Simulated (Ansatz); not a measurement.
The same molecule with X = O, S, Se. Ansatz, PBE0-D4/def2-TZVP geometries, multiplicity 1. Each molecule was computed in one conformer, which needn't be the lowest.

Scalar relativity is left out up to krypton.

| X | molecule | mean X–Ge bond length / Å | mean X–H bond length / Å | HOMO energy (PBE0/def2-TZVPP) / eV | HOMO–LUMO gap (PBE0/def2-TZVPP) / eV | HOMO–LUMO gap (B3LYP/def2-TZVPP) / eV |
| --- | --- | --- | --- | --- | --- | --- |
| S | `[F][Ge]([F])([F])[SH]` | 2.166 | 1.346 | -8.90 | 7.48 | 6.85 |
| Se | `[F][Ge]([F])([F])[SeH]` | 2.300 | 1.471 | -8.37 | 6.69 | 6.10 |

Problem. Give the row for X = O, `[OH][Ge]([F])([F])[F]`. (Best estimate.)

Solution. Computed: 
```csv
X,molecule,mean X–Ge bond length / Å,mean X–H bond length / Å,HOMO energy (PBE0/def2-TZVPP) / eV,HOMO–LUMO gap (PBE0/def2-TZVPP) / eV,HOMO–LUMO gap (B3LYP/def2-TZVPP) / eV
O,`[OH][Ge]([F])([F])[F]`,1.728,0.962,-10.70,9.45,8.72
```

From O to Se the mean X–Ge bond length rises at each step, by 0.572 Å in all; the mean X–H bond length rises at each step, by 0.509 Å in all; the HOMO energy (PBE0/def2-TZVPP) rises at each step, by 2.33 eV in all; the HOMO–LUMO gap (PBE0/def2-TZVPP) falls at each step, by 2.76 eV in all; the HOMO–LUMO gap (B3LYP/def2-TZVPP) falls at each step, by 2.62 eV in all. Bonds lengthen as the atom grows down the group.

B3LYP here is the variant with VWN-RPA as its local correlation; programs differ in this.

Spin–orbit coupling is left out; it splits and shifts lone-pair levels of the heavy atoms by tenths of an eV.
